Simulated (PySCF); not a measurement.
Ga(Me)(Cl) (CH3ClGa), SMILES [CH3][Ga+][Cl], charge +1. Geometry: ωB97X-D3(BJ)/def2-TZVP. The multiplicity is an assumed one; other spin states were not compared. The isomer is the one that the SMILES or the coordinates give; other isomers of the formula were not compared.

TDDFT-CAM-B3LYP/def2-SVPD (PySCF) puts the lowest singlet excitations at 6.68, 6.68, 6.88, 6.99, 6.99, 7.44 eV.

Q: What are the lowest excitation roots from ADC(2)/aug-cc-pVDZ (PySCF)? (The exact figures need the calculation; the answer reports its results.)

A: 7.07, 7.07, 7.29, 7.29, 7.33, 7.73 eV. S1 differs by 0.38 eV (second minus first; roots are paired by order, and the bases may differ).
